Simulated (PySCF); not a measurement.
Compound: C6H7ClN (charge +1).
Atom-mapped SMILES: `[CH3:1][n+:2]1[cH:3][cH:4][cH:5][c:6]([Cl:7])[cH:8]1`

NICS is the negative of the GIAO shielding at a point without a nucleus: at the ring centre (0) and 1 Å above and below it (1); zz is the component along the ring normal. Level: GIAO PBE0/pcSseg-1 (PySCF, non-relativistic, gas phase) on the GFN2-xTB geometry, one conformer.

Ring bond lengths (Å), with Mayer bond orders in brackets: N2–C3 1.335 (1.21), C3–C4 1.384 (1.43), C4–C5 1.384 (1.42), C5–C6 1.399 (1.28), C6–C8 1.391 (1.34), C8–N2 1.336 (1.19).

**Question.** What do the NICS probes read (ppm)?

**Answer.** 
```tsv
ring	type	NICS(0)	NICS(1), two faces	NICS(1)zz, two faces	rms pucker (Å)	centre to ring atoms, mean (Å)
N2–C3–C4–C5–C6–C8	6-membered ring with N; formal bonds all aromatic	-8.3	-10.2 / -10.3	-24.9 / -25.0	0.00	1.37
```

**Question.** What do they say, and how far can they be read as aromaticity?

**Answer.** 
- N2–C3–C4–C5–C6–C8: mean NICS(1)zz -25.0 ppm, shielded. The ring is flat and has no four-coordinate atom; by the NICS criterion it is aromatic.

**Question.** How equal are the bonds by HOMA? HOMA = 1 − mean of α(R − Ropt)² over the ring bonds, with Krygowski's 1993 parameters (CC: Ropt 1.388 Å, α 257.7 Å⁻²; CN: Ropt 1.334 Å, α 93.52 Å⁻²).

**Answer.** 
- N2–C3–C4–C5–C6–C8: HOMA 0.99; the largest term is that of C5–C6, α(R − Ropt)² = 0.03. The geometric and the magnetic index point the same way.

**Question.** At the second NICS(1) probe listed for ring N2–C3–C4–C5–C6–C8, 1 Å off the ring, how large is the induced field along the normal in 1 T applied along it?

**Answer.** NICSzz × B0 = -25.0 ppm × 1 T = -25 μT, against the applied field.

**Question.** What are the shieldings of the ring atoms and their hydrogens in the same run (means over atoms taken as equivalent)?

**Answer.** 
| atoms | environment | σ isotropic (ppm) | principal values of the symmetric part, first atom (ppm) |
| --- | --- | --- | --- |
| N2 | pyridinium-type nitrogen | 39.2 | -113.3, 11.0, 219.9 |
| C3 | aromatic CH next to a ring nitrogen | 39.6 | -51.8, 26.4, 144.1 |
| C4 | aromatic CH carbon | 49.3 | -58.8, 29.6, 177.3 |
| C5 | aromatic CH carbon | 29.5 | -75.3, -4.5, 168.3 |
| C6 | aromatic C–Cl carbon | 30.5 | -64.4, 19.8, 135.9 |
| C8 | aromatic CH next to a ring nitrogen | 36.9 | -49.9, 27.4, 133.0 |
| H on C3 | aromatic hydrogen | 23.28 | 18.8, 23.6, 27.4 |
| H on C4 | aromatic hydrogen | 23.28 | 19.9, 23.9, 26.1 |
| H on C5 | aromatic hydrogen | 22.76 | 19.1, 21.5, 27.7 |
| H on C8 | aromatic hydrogen | 23.09 | 17.5, 22.2, 29.5 |

The run took 26 s on one thread, Arm Neoverse V1, on a shared host. This is the whole shielding run at PBE0/pcSseg-1, SCF included.
